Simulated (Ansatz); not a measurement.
`C[BH][SbH2]` + HCl → `Cl[BH][SbH2]` + CH₄ at 500 K and 1 bar (ligand exchange at a B–C bond).

Computed with Ansatz on PBE0-D4/def2-TZVP structures; ΔE is electronic, products minus reactants. CCSD(T)/CBS adds triple-zeta CCSD(T) − MP2 to the extrapolated MP2 energy (def2 sets, frozen cores). This one scheme is used for every species. def2 core potentials past Kr. For Sb outer-core shells are correlated without core-valence functions, which leaves a few kJ/mol of doubt a bond.

```
       species  CCSD(T)/CBS energy (Eh)  H − E (kJ/mol)  S (J/(mol·K))
 `C[BH][SbH2]`               -306.44336           201.4          379.4
           HCl               -460.38127            32.5          201.9
`Cl[BH][SbH2]`               -726.39723           103.8          360.8
           CH₄                -40.46206           135.6          206.8
```

H − E and S are ideal-gas, rigid-rotor, harmonic terms from PBE0-D4/def2-TZVP, for one conformer and one mirror image of each species. 1 Eh = 2625.50 kJ/mol, R = 8.31446 J/(mol·K).

Q: By hand: ΔE, ΔH, ΔS and ΔG.

A: ΔE = (-726.39723) + (-40.46206) − (-306.44336) − (-460.38127) = -0.03466 Eh = -91.0 kJ/mol. Δ(H − E) = 103.8 + 135.6 − 201.4 − 32.5 = 5.5, so ΔH = -85.5 kJ/mol. ΔS = 360.8 + 206.8 − 379.4 − 201.9 = -13.7 J/(mol·K). ΔG = -85.5 − 500 × (-13.7)/1000 = -78.7 kJ/mol.

Q: By hand: the equilibrium constant, and the temperature at which ΔG would vanish if ΔH and ΔS stayed fixed.

A: log₁₀ K = −ΔG/(RT ln 10) = 8.2. ΔG = 0 at ΔH/ΔS = 6241 K, far beyond where these terms or the molecules hold.

The number of gas molecules stays the same, so ΔS is small and ΔH decides. A doubt of 5 kJ/mol in ΔE shifts log₁₀ K by 0.5 here. Other conformers and mirror images would add mixing entropy, several J/(mol·K) or more a flexible species. These are equilibria of isolated gas molecules and say nothing of rates. Largest T1 diagnostic: 0.015 (customary marks: 0.02 for closed shells, 0.045 for open ones).
